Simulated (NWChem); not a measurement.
System: CH4AlBrO; SMILES [OH][Al]([Br])[CH3]

Input file for NWChem:

```
start job
memory heap 200 mb stack 900 mb global 1100 mb
geometry units angstroms noautoz
  Al     0.005223    -0.970519     0.044987
  Br    -0.074448     1.252222     0.491330
  C      1.678700    -1.938348     0.014385
  H      1.516043    -3.002047    -0.216587
  H      2.193397    -1.868145     0.986214
  H      2.363244    -1.519313    -0.740690
  O     -1.454449    -1.780069    -0.266491
  H     -2.329000    -1.387441    -0.273825
end
basis spherical
  Al library def2-svp
  Br library def2-svp
  C library def2-svp
  H library def2-svp
  O library def2-svp
end
dft
  xc b3pw91
  iterations 150
  mulliken
end
task dft energy
```

NWChem printed, in part:

```
             Northwest Computational Chemistry Package (NWChem) 7.3.0
             --------------------------------------------------------

 C1  symmetry detected

                             Geometry "geometry" -> ""
                             -------------------------

 Output coordinates in angstroms (scale by  1.889725989 to convert to a.u.)

  No.       Tag          Charge          X              Y              Z
 ---- ---------------- ---------- -------------- -------------- --------------
    1 Al                  13.0000    -0.05277272    -0.95128054     0.00005463
    2 Br                  35.0000     0.01832681     1.31611707     0.00000036
    3 C                    6.0000     1.56141782    -2.01549088    -0.00000520
    4 H                    1.0000     1.32612173    -3.09061395     0.00265272
    5 H                    1.0000     2.18130871    -1.79286573     0.88343489
    6 H                    1.0000     2.17834407    -1.79676689    -0.88651007
    7 O                    8.0000    -1.57315485    -1.70723707    -0.00001218
    8 H                    1.0000    -2.42443577    -1.26636208    -0.00017187

 Effective nuclear repulsion energy (a.u.)     289.9439737112

                                 NWChem DFT Module
                                 -----------------

 Summary of "ao basis" -> "ao basis" (spherical)
 ------------------------------------------------------------------------------
       Tag                 Description            Shells   Functions and Types
 ---------------- ------------------------------  ------  ---------------------
 Al                         def2-svp                 8       18   4s3p1d
 Br                         def2-svp                12       32   5s4p3d
 C                          def2-svp                 6       14   3s2p1d
 H                          def2-svp                 3        5   2s1p
 O                          def2-svp                 6       14   3s2p1d

            General Information
            -------------------
          SCF calculation type: DFT
          Wavefunction type:  closed shell.
          No. of atoms     :     8
          No. of electrons :    66
           Alpha electrons :    33
            Beta electrons :    33
          Charge           :     0
          Spin multiplicity:     1
          Use of symmetry is: off; symmetry adaption is: off
          Maximum number of iterations: 150
          AO basis - number of functions:    98
                     number of shells:    44
          Convergence on energy requested:  1.00D-06
          Convergence on density requested:  1.00D-05
          Convergence on gradient requested:  5.00D-04

              XC Information
              --------------
                       B3PW91 Method XC Functional
                     Hartree-Fock (Exact) Exchange  0.200
                        Slater Exchange Functional  0.800 local
                    Becke 1988 Exchange Functional  0.720 non-local
                Perdew 1991 Correlation Functional  0.810 non-local
            Perdew 1991 LDA Correlation Functional  1.000 local

             Grid Information
             ----------------
          Grid used for XC integration:  medium
          Radial quadrature: Mura-Knowles
          Angular quadrature: Lebedev.
          Tag              B.-S. Rad. Rad. Pts. Rad. Cut. Ang. Pts.
          ---              ---------- --------- --------- ---------
          Al                  1.25       88           8.0       590
          Br                  1.15      112          12.0       590
          C                   0.70       49          11.0       434
          H                   0.35       45          12.0       434
          O                   0.60       49          10.0       434
          Grid pruning is: on
          Number of quadrature shells:   478
          Spatial weights used:  Erf1

      Superposition of Atomic Density Guess
      -------------------------------------

 Sum of atomic energies:       -2928.19030617

      Non-variational initial energy
      ------------------------------

 Total energy =   -2929.412109
 1-e energy   =   -4651.112997
 2-e energy   =    1431.756914
 HOMO         =      -0.381700
 LUMO         =      -0.007773

     ---------------------------------------------
      Total Density - Mulliken Population Analysis
     ---------------------------------------------

    Atom       Charge   Shell Charges
 -----------   ------   -------------------------------------------------------
    1 Al  13    11.74   2.00  1.99  0.75  0.08  5.93  0.53  0.26  0.20
    2 Br  35    35.48   2.00  2.00  2.00  1.37  0.58  6.00  5.99  2.40  3.13  8.23  1.73  0.05
    3 C    6     6.68   1.99  0.96  0.30  2.12  1.30  0.01
    4 H    1     0.86   0.65  0.18  0.03
    5 H    1     0.86   0.65  0.18  0.03
    6 H    1     0.86   0.65  0.18  0.03
    7 O    8     8.89   1.99  1.11  0.64  3.15  1.99  0.00
    8 H    1     0.65   0.52  0.07  0.06

   convergence    iter        energy       DeltaE   RMS-Dens  Diis-err
 ---------------- ----- ----------------- --------- --------- ---------
 d= 0,ls=0.0,diis     1  -2931.8429058077 -3.22D+03  1.29D-02  7.42D-01
 d= 0,ls=0.0,diis     2  -2931.7502376622  9.27D-02  8.29D-03  1.69D+00
 d= 0,ls=0.0,diis     3  -2931.9167058537 -1.66D-01  1.61D-03  4.55D-02
 d= 0,ls=0.0,diis     4  -2931.9205588473 -3.85D-03  6.45D-04  5.83D-03
 d= 0,ls=0.0,diis     5  -2931.9211621549 -6.03D-04  1.00D-04  1.11D-04
  Resetting Diis
 d= 0,ls=0.0,diis     6  -2931.9211767404 -1.46D-05  1.63D-05  3.23D-06
 d= 0,ls=0.0,diis     7  -2931.9211770480 -3.08D-07  1.30D-05  6.08D-07
 d= 0,ls=0.0,diis     8  -2931.9211769926  5.55D-08  7.33D-06  1.05D-06

         Total DFT energy =    -2931.921176992592
      One electron energy =    -4655.602317913999
           Coulomb energy =     1559.281408871821
    Exchange-Corr. energy =     -125.544241661627
 Nuclear repulsion energy =      289.943973711214

 Numeric. integr. density =       66.000004483791

                       DFT Final Molecular Orbital Analysis
                       ------------------------------------

 Vector   31  Occ=2.000000D+00  E=-3.142435D-01
              MO Center=  4.6D-01, -7.5D-01,  2.5D-05, r^2= 4.5D+00
   Bfn.  Coefficient  Atom+Function         Bfn.  Coefficient  Atom+Function
  ----- ------------  ---------------      ----- ------------  ---------------
    34      0.319668  2 Br py                31      0.293585  2 Br py
    54     -0.286614  3 C  px                84      0.225334  7 O  py
    28     -0.194808  2 Br py                57     -0.195712  3 C  px
    55      0.190431  3 C  py                 3      0.167638  1 Al s
    87      0.154437  7 O  py                 9     -0.151330  1 Al py

 Vector   32  Occ=2.000000D+00  E=-3.016072D-01
              MO Center= -1.3D-01,  9.5D-01, -6.9D-06, r^2= 2.4D+00
   Bfn.  Coefficient  Atom+Function         Bfn.  Coefficient  Atom+Function
  ----- ------------  ---------------      ----- ------------  ---------------
    35      0.573522  2 Br pz                32      0.494736  2 Br pz
    29     -0.331512  2 Br pz                85     -0.197695  7 O  pz
    88     -0.157451  7 O  pz                26      0.107776  2 Br pz
    15      0.053044  1 Al d -1              13      0.037343  1 Al pz
    10      0.036766  1 Al pz                47     -0.028651  2 Br d -1

 Vector   33  Occ=2.000000D+00  E=-2.929781D-01
              MO Center=  7.6D-02,  6.9D-01,  1.9D-05, r^2= 3.3D+00
   Bfn.  Coefficient  Atom+Function         Bfn.  Coefficient  Atom+Function
  ----- ------------  ---------------      ----- ------------  ---------------
    33      0.545128  2 Br px                30      0.480445  2 Br px
    27     -0.319805  2 Br px                84      0.144328  7 O  py
    54      0.126885  3 C  px                55     -0.120393  3 C  py
    87      0.109415  7 O  py                24      0.103921  2 Br px
    53     -0.091379  3 C  s                 57      0.088318  3 C  px

 Vector   34  Occ=0.000000D+00  E=-1.160293D-02
              MO Center= -3.4D-02, -8.6D-01,  5.8D-03, r^2= 4.0D+00
   Bfn.  Coefficient  Atom+Function         Bfn.  Coefficient  Atom+Function
  ----- ------------  ---------------      ----- ------------  ---------------
    13      0.797063  1 Al pz                10      0.381473  1 Al pz
    35     -0.268838  2 Br pz                88     -0.224521  7 O  pz
    85     -0.211894  7 O  pz                 7     -0.192727  1 Al pz
    76      0.190098  6 H  s                 71     -0.188429  5 H  s
    32     -0.158734  2 Br pz                70     -0.113858  5 H  s

 Vector   35  Occ=0.000000D+00  E=-8.206547D-03
              MO Center= -9.3D-02, -8.0D-01, -6.0D-03, r^2= 5.3D+00
   Bfn.  Coefficient  Atom+Function         Bfn.  Coefficient  Atom+Function
  ----- ------------  ---------------      ----- ------------  ---------------
     4      1.273476  1 Al s                 53     -0.739194  3 C  s
    34      0.398894  2 Br py                82     -0.359718  7 O  s
    23     -0.338495  2 Br s                 22     -0.236554  2 Br s
     2      0.197808  1 Al s                  3      0.193933  1 Al s
    71      0.182088  5 H  s                 76      0.181725  6 H  s

 Vector   36  Occ=0.000000D+00  E= 6.605379D-02
              MO Center= -4.7D-01, -9.6D-01, -3.6D-04, r^2= 6.7D+00
   Bfn.  Coefficient  Atom+Function         Bfn.  Coefficient  Atom+Function
  ----- ------------  ---------------      ----- ------------  ---------------
    53      1.041335  3 C  s                 11     -0.851774  1 Al px
    82     -0.667433  7 O  s                 95      0.571412  8 H  s
    66     -0.547117  4 H  s                 12     -0.340091  1 Al py
     4     -0.289187  1 Al s                 23      0.232298  2 Br s
    33      0.222156  2 Br px                34     -0.211167  2 Br py

[...]
```

Level: B3PW91/def2-SVP. All runs use the structure optimised with PBE0/def2-SVP.
